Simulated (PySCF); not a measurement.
Geometry:
| atom | x (Å) | y (Å) | z (Å) |
| --- | --- | --- | --- |
| C1 | -1.841 | 0.587 | -1.057 |
| C2 | -1.207 | -0.437 | -0.123 |
| C3 | -1.955 | -0.530 | 1.202 |
| O4 | 0.124 | -0.075 | 0.152 |
| Si5 | 1.465 | -0.341 | -0.705 |
| Si6 | 3.035 | 0.601 | 0.644 |
| F7 | 4.246 | 1.058 | -0.309 |
| F8 | 3.798 | -0.505 | 1.526 |
| H9 | -1.820 | 1.569 | -0.592 |
| H10 | -1.287 | 0.631 | -1.991 |
| H11 | -2.872 | 0.316 | -1.268 |
| H12 | -1.208 | -1.421 | -0.613 |
| H13 | -1.969 | 0.444 | 1.686 |
| H14 | -1.456 | -1.236 | 1.861 |
| H15 | -2.976 | -0.860 | 1.035 |
| H16 | 1.633 | -1.781 | -0.982 |
| H17 | 1.406 | 0.274 | -2.045 |
| H18 | 2.875 | 1.712 | 1.567 |

PySCF 2.14.0 with density-fitted response routines calculation with PBE0/pcSseg-1 with gauge-including orbitals and geometry from GFN2-xTB; one computed conformer, in vacuum, relativity neglected, one averaged value for each set of equivalent atoms.

δ = σ(ref) − σ, references computed at the same level: ¹³C, ¹H, ²⁹Si vs TMS; H2O for ¹⁷O; CFCl3 for ¹⁹F.

```json
{"atoms": "H16/H17", "nucleus": "¹H", "count": "2", "Hirshfeld charge": "-0.08", "δ (ppm)": "5.19"}
{"atoms": "C1/C3", "nucleus": "¹³C", "count": "2", "Hirshfeld charge": "-0.12", "δ (ppm)": "26.0"}
{"atoms": "C2", "nucleus": "¹³C", "count": "1", "Hirshfeld charge": "0.06", "δ (ppm)": "71.9"}
{"atoms": "O4", "nucleus": "¹⁷O", "count": "1", "Hirshfeld charge": "-0.22", "δ (ppm)": "34.2"}
{"atoms": "F7/F8", "nucleus": "¹⁹F", "count": "2", "Hirshfeld charge": "-0.21", "δ (ppm)": "-153.1"}
{"atoms": "H18", "nucleus": "¹H", "count": "1", "Hirshfeld charge": "-0.07", "δ (ppm)": "?"}
{"atoms": "H9/H10/H11/H13/H14/H15", "nucleus": "¹H", "count": "6", "Hirshfeld charge": "0.04", "δ (ppm)": "1.21"}
{"atoms": "Si5", "nucleus": "²⁹Si", "count": "1", "Hirshfeld charge": "0.32", "δ (ppm)": "?"}
{"atoms": "Si6", "nucleus": "²⁹Si", "count": "1", "Hirshfeld charge": "0.44", "δ (ppm)": "?"}
{"atoms": "H12", "nucleus": "¹H", "count": "1", "Hirshfeld charge": "0.04", "δ (ppm)": "3.74"}
```

Fill in the missing shifts.

Results:


- H18: 5.53 ppm, hydrogen on a silicon bonded to 2 F, Si
- Si6: 14.3 ppm, silicon bonded to 2 F, Si, H
- Si5: -40.9 ppm, silicon bonded to O, Si, 2 H

Shifts are as computed. Against solution values, carbons near 30 ppm lie about +3 ppm off and those near 130 ppm about +5 ppm. Of 1211 compounds with measured shifts, 218 miss one by over three times the rms of a fit or turn the order of signals round; such compounds aren't used in these exercises. Unscaled 19F shifts against computed CFCl3 carry errors that often reach 10 to 50 ppm. Experimental scales use liquid or dissolved standards, which lie at an offset from isolated H2O (liquid H2O: subtract about 36 ppm).
